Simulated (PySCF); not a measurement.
## Exercise with solution: chemical shift, span and skew from a shielding tensor

CH₅FOSi, SMILES C[Si@H](O)F. Atoms are numbered in the order given.

```xyz
9

C     -1.3486    -0.5237     0.9160
Si    -0.1151     0.1047    -0.3316
O      1.0388    -1.0183    -0.7196
F      0.6026     1.4119     0.3306
H     -0.8532    -0.7991     1.8618
H     -1.8771    -1.4119     0.5340
H     -2.0992     0.2499     1.1458
H     -0.7218     0.5176    -1.6152
H      1.5208    -1.4401     0.0014
```
Charge 0, spin multiplicity 1.

Geometry optimised at B3LYP-D3(BJ)/def2-SVP. The structure was generated by enumeration; whether it is a known compound was not checked. Other conformers were not sampled.

GIAO shieldings from PySCF with PBE/pcSseg-1, non-relativistic, no solvent. The symmetric part of the tensor of C1 has the principal values 171.4, 176.5, 190.1 ppm. The same nucleus in TMS has σ = 182.0 ppm at this level (PySCF, at its B3LYP-D3(BJ)/def2-TZVP geometry).

Work out the isotropic shielding, the ¹³C shift against TMS, the span and the skew.


σ(iso) = (σ11 + σ22 + σ33)/3 = 179.3 ppm. δ = σ(ref) − σ(iso) = 182.0 − (179.3) = 2.7 ppm.
Span Ω = σ33 − σ11 = 18.7 ppm. Skew κ = 3(σ(iso) − σ22)/Ω = 0.45. Tumbling in solution averages the tensor to δ; in a static solid the shielding alone would spread this spin-1/2 line over Ω.
